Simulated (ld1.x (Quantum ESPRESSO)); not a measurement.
# How hard is this Be (Z = 4) PAW potential?

* Element: Be (Z = 4)
* Generator: ld1.x (Quantum ESPRESSO) 7.5
* Type: PAW
* Functional: LDA (PZ)
* Relativity: non-relativistic
* Frozen core: [He]
* Valence charge: 2
* Reference configuration: 2s2 2p0
* Partial waves: 2s (bound): rcut 1.90, rcutus 2.55 bohr; 2s channel at -0.05 Ry: rcut 1.90, rcutus 2.55 bohr; 2p (bound, empty): rcut 3.10, rcutus 3.65 bohr; 2p channel at 0.3 Ry: rcut 3.10, rcutus 3.65 bohr
* Local potential: all-electron potential smoothed inside 2.80 bohr (lloc = -1)
* Core correction: a·sin(br)/r model core inside 1.20 bohr
* Augmentation charge: BESSEL, radius 2.15 bohr

The pseudo-atom Hamiltonian at the reference potential is diagonalised in spherical Bessel functions j_l(qr) that vanish at 20 bohr, with q² up to the cutoff. All-electron valence levels (Ry): 2s -0.4120, 2p -0.1548.

Question: How do the lowest levels (Ry) of each channel move with the cutoff, and are there ghosts?

Answer:

```json
{"cutoff (Ry)": "8", "s #1": "-0.4120", "s #2": "0.0053", "p #1": "-0.1547", "d #1": "0.0664", "d #2": "0.1557", "f #1": "0.1143", "Σ f·Δε (mRy)": "0.0"}
{"cutoff (Ry)": "10", "s #1": "-0.4120", "s #2": "0.0053", "p #1": "-0.1548", "d #1": "0.0664", "d #2": "0.1557", "f #1": "0.1143", "Σ f·Δε (mRy)": "0.0"}
{"cutoff (Ry)": "400", "s #1": "-0.4120", "s #2": "0.0053", "p #1": "-0.1548", "d #1": "0.0664", "d #2": "0.1557", "f #1": "0.1143", "Σ f·Δε (mRy)": "0.0"}
```

Result: no extra level below or beside the all-electron valence levels (s, p, d, f tested); 10 mRy is reached at 6 Ry and 1 mRy at 6 Ry.
